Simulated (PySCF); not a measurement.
Gas-phase reaction: GeH₂ + 4 O = GeO₂ + H₂O₂

Method: PySCF energies plus ideal-gas RRHO corrections (1 bar). S°(298 K) at PBE0/def2-TZVP differs from the NASA 1993 table for H₂O₂ (-8 J/mol/K); whether the harmonic model or the table's entry is off was not settled. † marks an energy on the PBE0/def2-TZVP geometry and frequencies; other levels use their own. MP2 freezes the core. 6-31G* has spherical d functions here. Open shells (unrestricted): O (multiplicity 3, electronic degeneracy 9); the rest are closed-shell singlets. Spin-orbit splitting is ignored; it lowers the true energy and changes the entropy of O. Ge: all electrons, no relativistic terms. No R ln 2 is added for the mirror-image form of H₂O₂. GeH₂, GeO₂: computed as isolated molecules; such fragments, hydroxides, amides, oligomers or adducts are transient or little studied in the gas. MP2 isn't extrapolated to the basis-set limit; its ΔH°(298 K) is -1410.6 kJ in def2-SVP and -1564.0 kJ in def2-TZVPP. The harmonic model lacks anharmonicity and excited electronic states, which grow with temperature; levels with a mode under 35 cm⁻¹ are left out. Internal rotation in H₂O₂ is treated as a harmonic vibration of one conformer, which makes the entropy rough.

```csv
level,"ΔE electronic, kJ","ΔH°(298 K), kJ","ΔS°(298 K), J/K","ΔG°(1800 K), kJ"
HF/6-31G*,-407,-358,-397,390
M06-2X/def2-TZVP†,-1483,-1439,-396,-695
MP2/def2-SVP†,-1455,-1411,-396,-667
PBE0/def2-QZVP†,-1468,-1424,-396,-680
ωB97X-V/def2-TZVP†,-1473,-1429,-396,-685
```
ΔH° is lowest at M06-2X/def2-TZVP† and highest at HF/6-31G*. No reference value is set beside these.
